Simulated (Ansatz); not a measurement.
Frontier orbitals of CH4BF3O, SMILES `C[OH+][B-](F)(F)F`.

Total charge 0; spin multiplicity 1. The structure was optimised at the PBE0-D4/def2-TZVP level. It is one conformer, not always the lowest. Basis def2-TZVPP, the Gaussian-basis code of Ansatz.

Orbital energies of one run (eV). Highest occupied ones, from the top: -10.68, -10.97, -11.48, -11.63, -11.84, -12.11, -12.17, -12.91, -14.27, -14.68, -15.01, -15.36, -16.30, -17.53. Empty: 0.48, 1.98, 2.89, 3.10, 3.51, 3.56.

(1) Which functional gave them?
A. LC-ωPBE
B. r2SCAN0
C. PBE
D. HSE06 (plane-wave form)

Answers

(1) B. HOMO energies: r2SCAN0 -10.68, LC-ωPBE -13.25, HSE06 -9.98, PBE -8.41 eV.

LC-ωPBE has ω = 0.4 bohr⁻¹.
